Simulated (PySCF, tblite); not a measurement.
Potential energy curve for AlH, singlet.

Levels: GFN2-xTB, 300 K electronic temperature (tblite); UCCSD(T) = CCSD(T) on UHF/6-31G, 5 core orbitals frozen run with PySCF.

Energies relative to the lowest point of each curve near equilibrium, in kJ/mol; the last columns give the difference from UCCSD(T):

```tsv
R / Å	GFN2-xTB	UCCSD(T)	GFN2-xTB − UCCSD(T)
1.32	65.3	115.1	-49.9
1.41	25.2	60.7	-35.5
1.51	5.1	24.4	-19.2
1.56	1.2	13.3	-12.2
1.63	0.0	3.9	-3.9
1.66	0.7	1.6	-0.9
1.70	2.6	0.0	2.6
1.78	8.7	0.7	7.9
1.84	14.8	4.0	10.8
1.94	26.6	13.1	13.4
2.09	48.4	32.4	16.0
2.23	72.1	53.4	18.7
2.49	120.7	94.2	26.4
2.72	166.4	128.1	38.3
3.03	228.4	166.8	61.6
3.33	284.3	195.2	89.1
3.65	333.9	216.0	117.9
4.12	381.1	232.7	148.4
4.45	—	237.7	—
4.99	—	240.3	—
5.79	—	240.9	—
6.59	—	241.0	—
```

GFN2-xTB is furthest from UCCSD(T) at 4.12 (148.4 kJ/mol, above); its mean absolute difference over the points is 37.4 kJ/mol.

A dash means that the run gave no value there, or that the column was ended at a point which the program doubted or which failed a test of continuity chosen for this set; such a test can also cut sound points.

The unrestricted determinant behind UCCSD(T) is spin-contaminated at 1.32 to 1.63, 2.49 to 6.59 Å (<S²> up to 1.0, against 0.00 for a pure singlet).
